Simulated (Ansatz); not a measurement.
CH8B2OSi, SMILES `BC(B)O[SiH3]`, relaxed with RKS PBE-D4/def2-SVP in the Gaussian-basis code of Ansatz from a rough embedded geometry. The force threshold is 0.03 eV/Å; the program also tests the step.

Charge 0, multiplicity 1.

Start:

```xyz
13

B    -0.234   -1.531   -0.520
C     0.330   -0.109   -0.413
B     1.834   -0.150   -0.878
O     0.355    0.393    0.910
Si   -1.192    1.176    1.273
H    -1.140   -1.846   -1.221
H     0.247   -2.438    0.146
H    -0.176    0.567   -1.134
H     2.658   -0.751   -0.345
H     2.175    0.516   -1.857
H    -1.252    1.532    2.660
H    -2.320    0.303    0.926
H    -1.286    2.337    0.454
```

Task: By how much does the energy fall, and how many steps does the optimiser take? (Best estimate.)

Result: The calculation gave: 1.03 eV, in 12 steps.

Task: Which bonds change most? (Estimate.)

Result: The calculation gave: O4–Si5 from 1.771 to 1.687 Å; Si5–H13 from 1.424 to 1.509 Å; Si5–H11 from 1.433 to 1.497 Å; B3–H9 from 1.151 to 1.214 Å.

Task: Give the relaxed structure. (Best estimate.)

Result: Ansatz gave: 
```xyz
13

B    -0.305   -1.413   -0.704
C     0.399   -0.066   -0.399
B     1.863   -0.234   -0.918
O     0.273    0.550    0.867
Si   -1.206    1.116    1.447
H    -0.381   -1.804   -1.851
H    -0.728   -2.100    0.205
H     0.148    0.627   -1.269
H     2.786    0.116   -0.212
H     2.058   -0.661   -2.037
H    -0.967    1.528    2.866
H    -2.267    0.046    1.374
H    -1.673    2.296    0.631
```
